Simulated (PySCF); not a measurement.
Be(Br)(Et) (C2H5BeBr), SMILES C[CH2][Be][Br].

Coordinates come from a B3LYP-D3(BJ)/def2-SVP optimisation. The structure was generated by enumeration; whether it is a known compound was not checked. One conformer was computed; it need not be the lowest.

The numbers are results of B3LYP-D3(BJ)/def2-SVP (PySCF 2.14.0), not measurements.

Frequencies are harmonic and unscaled.

Computed normal modes with their intensities:
| mode | ν (cm⁻¹) | IR (km/mol) | moving atoms (share of kinetic energy) |
|---|---|---|---|
| 1 | 98 | 1.1 | C 46 %, H 22 %, Be 22 %, Br 11 % |
| 2 | 150 | 2.2 | H 65 %, Be 30 % |
| 3 | 276 | 7.3 | H 54 %, Be 41 % |
| 4 | 330 | 14.3 | Be 39 %, C 33 %, Br 17 %, H 11 % |
| 5 | 436 | 26.9 | C 41 %, Be 38 %, H 14 % |
| 6 | 614 | 47.8 | H 65 %, C 21 %, Be 13 % |
| 7 | 925 | 4.6 | H 91 % |
| 8 | 954 | 21.8 | H 69 %, C 26 % |
| 9 | 980 | 24.8 | C 47 %, H 31 %, Be 22 % |
| 10 | 1071 | 151.0 | Be 46 %, H 32 %, C 22 % |
| 11 | 1240 | 2.9 | H 78 %, C 22 % |
| 12 | 1259 | 56.5 | C 44 %, H 44 %, Be 12 % |
| 13 | 1397 | 5.4 | H 84 %, C 16 % |
| 14 | 1415 | 3.5 | H 92 %, C 8 % |
| 15 | 1474 | 4.6 | H 96 % |
| 16 | 1485 | 4.8 | H 97 % |
| 17 | 2986 | 16.3 | H 95 % |
| 18 | 3016 | 42.6 | H 97 % |
| 19 | 3022 | 10.7 | H 91 %, C 9 % |
| 20 | 3086 | 29.8 | H 91 %, C 9 % |
| 21 | 3095 | 31.3 | H 91 %, C 9 % |
